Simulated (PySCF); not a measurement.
C2H8BNO, SMILES B(O)(N)CC. Atoms are numbered in the order given.

```xyz
13

B     -0.1159    -0.0003     0.5710
C      0.1334    -0.8189    -0.7640
C      0.3497     0.0674    -1.9991
H     -0.7581    -1.4548    -0.9272
H      0.9792    -1.5194    -0.6443
H      1.2598     0.6824    -1.8973
H     -0.4948     0.7600    -2.1381
H      0.4559    -0.5250    -2.9230
O     -1.0493     1.0107     0.5145
H     -1.1758     1.4810     1.3465
N      0.5834    -0.3041     1.7627
H      0.4492     0.1686     2.6489
H      1.2765    -1.0398     1.8039
```
Charge 0, spin multiplicity 1.

Geometry optimised at B3LYP-D3(BJ)/def2-SVP. Other conformers were not sampled.

Two levels are set side by side: PBE/pcSseg-1 (PySCF) and B3LYP/pcSseg-1 (PySCF). GIAO shifts against BF3 (¹¹B), H2O (¹⁷O), NH3 (¹⁵N), TMS (¹H), TMS (¹³C) at the same level; non-relativistic, no solvent, atoms listed together averaged. Differences are taken from unrounded values.

```csv
quantity,B3LYP,PBE,PBE minus B3LYP
δ(¹¹B) of B1 (ppm),20.7,18.7,-1.9
δ(¹³C) of C2 (ppm),14.3,14.4,0.1
δ(¹³C) of C3 (ppm),14.1,14.1,-0.1
δ(¹⁷O) of O9 (ppm),106.2,113.7,7.5
δ(¹H) of H10 (ppm),3.00,3.02,0.01
δ(¹⁵N) of N11 (ppm),75.8,79.4,3.5
```

Rough cost on one machine, each run with all the roots and properties that it gave: B3LYP against PBE within a factor of 2.
